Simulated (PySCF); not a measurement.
Compound: C₄H₉Al.
Structure used (PBE0-D3(BJ)/def2-SVP), in Å, numbered top down from 1:
```
atom  x, y, z in Å
C1     2.735   -0.285    0.019
Al2    0.962    0.502    0.288
C3    -0.675   -0.397   -0.237
C4    -1.861    0.420   -0.733
C5    -1.936   -0.226    0.600
H6     3.554    0.443    0.136
H7     2.912   -1.093    0.751
H8     2.827   -0.748   -0.978
H9     0.780    1.933    0.977
H10   -0.597   -1.384   -0.711
H11   -1.770    1.511   -0.778
H12   -2.458   -0.003   -1.547
H13   -1.897    0.412    1.490
H14   -2.585   -1.099    0.716
```

Theory: PBE0-D3(BJ)/def2-SVP geometry optimisation, gas phase (PySCF 2.14.0).

Q: Which atoms are bound to Al2, and at what distances?

A: 3 atoms: H9 1.599 Å, C3 1.940 Å, C1 1.958 Å. The nearest atom not counted as bound is H7, at 2.56 Å.

Q: List the angles at Al2.

A: 
```csv
angle,degrees,distance of the outer atoms (Å)
C1–Al2–C3,122.7,3.42
C1–Al2–H9,121.5,3.11
C3–Al2–H9,115.8,3.00
```

Q: What is the shape at Al2?

A: Planar: angles 122.7°, 121.5° and 115.8°, sum 360.0°, 0.01 Å off the plane of its three neighbours. The Al–C distances aren't all alike: 1.940 to 1.958 Å.

Q: What are the other bond lengths?

A: C3–C4, C3–C5 1.523 Å; C4–C5 1.484 Å; C1–H6, C1–H7, C1–H8 1.103 Å; C3–H10 1.097 Å; C4–H11, C5–H13 1.095 Å; C4–H12, C5–H14 1.094 Å.

Q: Give some angles away from the centre.

A: Al2–C3–C4 119.8°, C4–C3–C5 58.3°, C3–C4–C5 60.8°.

Charge 0, singlet. Stationary, but not proved a minimum.

The run took 31 s wall on one thread, Arm Neoverse V1 (aarch64) (shared host), and the process peaked at 0.51 GiB of memory. This is the geometry optimisation.

One conformer stands for the species.
